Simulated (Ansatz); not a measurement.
Frontier orbitals of C3H9NSi, SMILES `C/C=C/[SiH2]N`.

Total charge 0; spin multiplicity 1. All single points use the PBE0-D4/def2-TZVP geometry. It is one conformer, not always the lowest. Basis def2-TZVPP, Ansatz.

| functional | HOMO (eV) | LUMO (eV) | gap (eV) |
| --- | --- | --- | --- |
| PBE | -5.78 | -1.19 | 4.59 |
| B97M-V | -6.21 | -0.97 | 5.24 |
| PBE0 | -7.18 | -0.21 | 6.97 |
| B3LYP | -6.96 | -0.42 | 6.54 |
| HSE06 (plane-wave form) | -6.78 | -0.59 | 6.19 |
| LC-ωPBE | -9.99 | 2.06 | 12.05 |
| ωB97M-V | -9.52 | 1.74 | 11.26 |
| HF | -9.85 | 3.22 | 13.07 |

A quarter of exact exchange (PBE0) shifts PBE's HOMO by −1.40 eV and its LUMO by +0.98 eV; full exchange at long range (ωB97M-V) shifts them by −3.74 and +2.92 eV. The gap opens from 4.60 to 11.26 eV, since occupied levels lose self-interaction and empty ones feel all the electrons. A positive LUMO is unbound and depends on the basis.

B3LYP here is the variant with VWN-RPA as its local correlation; programs differ in this. LC-ωPBE has ω = 0.4 bohr⁻¹.
